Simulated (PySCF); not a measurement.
Löwdin shares of the frontier orbitals

C₆H₆F₂.
Numbering: `[F:1]/[CH:2]=[C:3]1[CH:4]=[C:5]/1[CH2:6][CH2:7][F:8]` (hydrogens: H9 on C2; H10 on C4; H11, H12 on C6; H13, H14 on C7)

Structure used (PBE0-D3(BJ)/def2-SVP), in Å, numbered top down from 1:
```xyz
14
C6H6F2 angstrom
F      1.5691   -2.1285   -0.5366
C      2.1792   -0.9337   -0.3388
C      1.4613    0.1711   -0.2093
C      1.2458    1.5817   -0.0080
C      0.1770    0.8248   -0.1620
C     -1.2715    0.5823   -0.2546
C     -1.6748   -0.6683    0.5036
F     -1.4763   -0.4814    1.8459
H      3.2666   -1.0009   -0.2965
H      1.6813    2.5640    0.1595
H     -1.5231    0.4331   -1.3201
H     -1.8424    1.4541    0.1000
H     -1.0612   -1.5229    0.1717
H     -2.7402   -0.8944    0.3310
```

Method used: TDDFT CAM-B3LYP/def2-SVPD, vertical, gas phase, core orbitals frozen in the response (PySCF).

Kohn–Sham orbitals with the atoms that hold most of them (Löwdin shares over 4%, at most four atoms; ? is withheld):

```csv
orbital,ε (eV),atoms
LUMO+2,1.70,"C4 27%, H10 24%, C7 12%, H14 8%"
LUMO+1,1.27,"C4 18%, C6 18%, H12 11%, C5 10%"
LUMO,?,?
HOMO,-7.15,"C2 33%, C3 24%, F1 13%, C4 12%"
HOMO-1,-10.58,?
HOMO-2,-11.32,"F8 25%, C7 18%, H14 10%, F1 10%"
HOMO-3,-11.44,"F8 36%, C7 19%, C6 12%, H13 11%"
```

(1) Which atoms hold the LUMO, and with what shares?

(2) Give the leading atoms of the HOMO-1.

(3) What is the LUMO energy, and the HOMO–LUMO gap?

Answers

(1) C4 (bonded to 2 C and H) 33%; C5 (bonded to 3 C) 30%; C6 (bonded to 2 C and 2 H) 8%; H10 (bonded to C) 8%. By element: carbon 71% or more, hydrogen 8% or more.

(2) C3 (bonded to 3 C) 30%; C5 (bonded to 3 C) 20%; C4 (bonded to 2 C and H) 13%; C6 (bonded to 2 C and 2 H) 10%.

(3) ε(LUMO) = 0.54 eV; the gap is 7.69 eV (0.2825 hartree).

Task: How does S1 compare with the orbital gap of 7.69 eV?

Result: S1 is at 4.47 eV (f = 0.031), 3.22 eV below the gap, made of HOMO→LUMO (95%). Without the coupling terms of the response equations the lowest excitation would equal the gap.

Task: One configuration dominates each of S1 and S5. Which, and how do the shares of the two leading atoms of either orbital change from the occupied to the empty one?

Result: 
- S1 (4.47 eV, f 0.031), HOMO→LUMO (95%): C2 33% → at most 9%, C3 24% → at most 9%, C4 12% → 33%, C5 at most 13% → 30%
- S5 (6.79 eV, f 0.0015), HOMO-1→LUMO (90%): C3 30% → at most 9%, C5 20% → 30%, C4 13% → 33%

One conformer stands for the species.
